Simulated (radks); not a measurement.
Question: These are the eigenvalues of the occupied orbitals of an atom or ion with whole-number occupations (eV). Calculated with a radial shooting solver on a logarithmic mesh with Libxc functionals: non-relativistic Kohn-Sham, PBE, spin-polarised, spherical densities, point nucleus.

| orbital | eigenvalue |
|---|---|
| 1s up | -73283.16 |
| 1s down | -73283.00 |
| 2s up | -15398.30 |
| 2s down | -15384.35 |
| 2p up | -14977.63 |
| 2p down | -14967.71 |
| 3s up | -6063.839 |
| 3s down | -6052.403 |
| 3p up | -5893.755 |
| 3p down | -5880.835 |
| 3d up | -5616.590 |

Which element is it, and in what charge state? The configuration may be excited. Open shells, if any, are filled with parallel spins first.

Answer: Z = 77, iridium, charge +57: Ir57+ in [Ar] 3d2. The list shows which subshells hold electrons but not how many an open one holds; the 1s level, -2693.1 hartree, gives Z - s = 73.4 by -(Z - s)^2/2, which with screening narrows Z to a few neighbours, and the depths of the outer levels then fix element, charge and occupations together.
